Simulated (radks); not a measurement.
Values are calculated unless marked as measured or tabulated.
Effect of the nuclear size on the antimony ion Sb+, [Kr] 4d10 5s2 5p2. Code: a radial shooting solver on a logarithmic mesh with Libxc functionals. Model: Dirac Kohn-Sham, BLYP, spin-unpolarised, spherical densities, finite nucleus; open shells are shared between the two j in proportion to 2j + 1; Fermi nuclear charge, rms radius 4.6802 fm. The rms radius is varied about that value; shifts are against it.

\begin{tabular}{lrrrrrrrr}
rms radius (fm) & total energy shift (eV) & density at nucleus (e/bohr^3) & 1s1/2 shift (meV) & 2s1/2 shift (meV) & 4p1/2 shift (meV) & 5s1/2 shift (meV) & 5p1/2 shift (meV) & 5p3/2 shift (meV) \\ \hline
3.8565 & -1.50 & 2.156e+05 & -628 & -72.5 & 0.242 & -0.294 & 0.055 & 0.057 \\
4.5117 & -0.327 & 2.102e+05 & -137 & -15.8 & 0.053 & -0.064 & 0.012 & 0.012 \\
4.6802 & 0 & 2.09e+05 & 0.000 & 0.000 & 0.000 & 0.000 & 0.000 & 0.000 \\
5.1014 & 0.860 & 2.062e+05 & 360 & 41.6 & -0.139 & 0.168 & -0.032 & -0.033 \\
5.2465 & 1.17 & 2.052e+05 & 491 & 56.6 & -0.189 & 0.229 & -0.043 & -0.045 \\
\end{tabular}

Slopes of the eigenvalues against <r^2> in GHz/fm^2, as finite differences over the two radii next to the reference (eigenvalue slopes, not the field-shift constants of lines): 1s1/2 21200, 2s1/2 2450, 4p1/2 -8.15, 5s1/2 9.91, 5p1/2 -1.86, 5p3/2 -1.93.
